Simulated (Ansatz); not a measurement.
`C[O][Sn]([CH3])([NH2])[Cl]`. Total charge 0; spin multiplicity 1. Correlated methods include outer-core shells of Sn, which these sets cover unevenly. Sn takes the def2 core potential.

Z-matrix (Å, degrees):
```
C
O 1 1.407
H 1 1.097 2 112.4
H 1 1.093 2 108.0 3 -119.1
H 1 1.099 2 112.3 3 122.2
Sn 2 1.952 1 121.2 3 -55.7
N 6 2.003 2 101.5 1 165.7
C 6 2.118 2 114.3 1 -69.7
Cl 6 2.352 2 105.5 1 47.8
H 7 1.012 6 114.1 2 -159.3
H 7 1.013 6 111.5 2 -36.7
H 8 1.089 6 109.3 2 -178.7
H 8 1.089 6 109.1 2 61.8
H 8 1.089 6 109.1 2 -58.5
```

(1) Give the diagnostics of a CCSD(T)/def2-TZVPP run (frozen core, Ansatz 0.2.0). (Best estimate.)

Results:

(1) Computed: T1 = 0.0121, largest single amplitude 0.016, largest double 0.017, (T) share of the correlation energy 3.7 %, 10 CCSD cycles. The RHF solution is stable towards an unrestricted one. T1 lies under the customary mark of 0.02 for closed shells.
